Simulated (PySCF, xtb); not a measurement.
C₄H₄ClI, SMILES C=C/C(Cl)=C\I.

GFN2-xTB run with xtb at its own geometry gives an orbital gap of 3.12 eV and a dipole moment of 2.12 D.

Geometry optimised at PBE0-D3(BJ)/def2-SVP. The def2 effective core potentials stand for the cores of I; spin–orbit coupling is left out. The values are those of a single conformer.

Problem. What does CAM-B3LYP/def2-TZVP (PySCF) give? (The exact figures need the calculation; the answer reports its results.)

Solution. gap 7.42 eV (levels -7.98 and -0.56 eV), dipole 0.74 D.
